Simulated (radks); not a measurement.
Values are calculated unless marked as measured or tabulated.
Task: Species: neutral vanadium. Configuration: [Ar] 3d3 4s2 (the NIST ground configuration). Code: a radial shooting solver on a logarithmic mesh with Libxc functionals. Model: scalar-relativistic Kohn-Sham, r2SCAN, spin-polarised, spherical densities, finite nucleus; open shells are filled with parallel spins first; meta-GGA in the generalised Kohn-Sham scheme; Fermi nuclear charge, rms radius 3.6002 fm. Some entries of the table are withheld. Estimate them.

| orbital | occ. | eigenvalue (Ry) | <r> (bohr) |
|---|---|---|---|
| 1s down | 1 | -395.8266 | 0.06645 |
| 1s up | 1 | -395.8248 | 0.06645 |
| 2s up | 1 | -44.88463 | 0.3076 |
| 2s down | 1 | -44.79265 | 0.3071 |
| 2p up | 3 | -37.37244 | 0.2741 |
| 2p down | 3 | -37.30180 | 0.2735 |
| 3s up | 1 | -5.44578 | 0.9486 |
| 3s down | 1 | -5.17886 | 0.9499 |
| 3p up | 3 | -3.43820 | (1) |
| 3p down | 3 | -3.17054 | (2) |
| 3d up | 3 | -0.45905 | (3) |
| 4s up | 1 | (4) | 3.246 |
| 4s down | 1 | (5) | 3.591 |
| 3d down | 0 | -0.21626 | (6) |

Result: 
(1) 3p up <r> (bohr): 1.017
(2) 3p down <r> (bohr): 1.019
(3) 3d up <r> (bohr): 1.406
(4) 4s up eigenvalue (Ry): -0.38120
(5) 4s down eigenvalue (Ry): -0.32062
(6) 3d down <r> (bohr): 1.624
